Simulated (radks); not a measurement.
Q: The mean radii <r> (bohr) of the occupied orbitals of an atom or ion are listed with their occupations. Calculated with a radial shooting solver on a logarithmic mesh with Libxc functionals: scalar-relativistic Kohn-Sham, r2SCAN, spin-unpolarised, spherical densities, finite nucleus; meta-GGA in the generalised Kohn-Sham scheme; Fermi nuclear charge, rms radius of each element as measured or else 0.836 A^(1/3) + 0.57 fm.

| orbital | occ. | <r> |
|---|---|---|
| 1s | 2 | 0.05620 |
| 2s | 2 | 0.2549 |
| 2p | 6 | 0.2248 |
| 3s | 2 | 0.7503 |
| 3p | 6 | 0.7766 |
| 3d | 4 | 0.8281 |

Name the element and its charge.

A: Z = 27, cobalt, charge +5: Co5+ in [Ar] 3d4. The 1s radius gives Z: for a bare nucleus <r> = (2 gamma + 1)/(2Z) with gamma = sqrt(1 - (Z/c)^2), 0.05483 bohr for Z = 27, and screening makes it slightly larger (0.05620 here). The occupations add up to 22, and the charge is Z minus that.
